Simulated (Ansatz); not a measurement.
Consider the hydrogen abstraction from the Al–H bond: `C[O][AlH][Cl]` + `[CH3]`• → `C[O][Al][Cl]`• + CH₄.

Gas-phase electronic energies from Ansatz, PBE0-D4/def2-TZVP geometries. CCSD(T)/CBS adds triple-zeta CCSD(T) − MP2 to the extrapolated MP2 energy (def2 sets, frozen cores). This one scheme is used for every species. Functionals use def2-TZVPP. HSE06 is defined as in plane-wave codes. Open shells (•) are unrestricted, without spin–orbit coupling. Each species was taken in one conformer, which may not be the lowest.

`C[O][AlH][Cl]`:

```xyz
8

C    -0.121   -0.038   -1.286
O     0.567    0.351   -0.131
Al    0.362    0.179    1.520
Cl   -1.311   -0.866    2.231
H     0.522   -0.670   -1.906
H    -1.035   -0.597   -1.057
H    -0.395    0.845   -1.871
H     1.412    0.796    2.500
```

`[CH3]`•:

Z-matrix (Å, degrees):
```
C
H 1 1.080
H 1 1.080 2 120.0
H 1 1.080 2 120.0 3 180.0
```

`C[O][Al][Cl]`•:

```xyz
7

C    -0.312    0.354    0.819
O     0.896    0.158    0.135
Al    1.390   -0.485   -1.334
Cl   -0.058   -1.265   -2.667
H    -0.447    1.418    1.034
H    -1.176    0.005    0.242
H    -0.291   -0.186    1.770
```

CH₄:

```xyz
5

C     0.000    0.000    0.000
H    -0.316    1.040   -0.082
H    -0.705   -0.637   -0.534
H     0.028   -0.289    1.050
H     0.993   -0.114   -0.434
```

(1) Is it downhill or uphill in electronic energy at CCSD(T)/CBS, and by how much? (An estimate is asked.)

(2) What do these levels give: HSE06-D4, ωB97X-V, r2SCANh, CCSD/def2-TZVPP, MP2/def2-QZVPP, MP2/CBS(def2)? (An estimate is asked.)

Largest T1 diagnostic among the species: 0.013.

## Answers

(1) Ansatz gave: Downhill: ΔE = -95.6 kJ/mol.

(2) Ansatz gave: HSE06-D4 -107.1, ωB97X-V -93.4, r2SCANh -95.3, CCSD/def2-TZVPP -90.1, MP2/def2-QZVPP -107.5, MP2/CBS(def2) -107.7 kJ/mol.

From PBE to PBE0 (25 % exact exchange), in def2-TZVPP and without D4, ΔE moves by +8.0 kJ/mol. In def2-TZVPP, CCSD(T) changes the Hartree–Fock value by −26.5 kJ/mol (the triples alone add −4.6 kJ/mol) and MP2 by −38.6 kJ/mol. At CCSD(T), def2-SVP lies +4.2 kJ/mol from the extrapolated value and def2-TZVPP +0.9 kJ/mol.
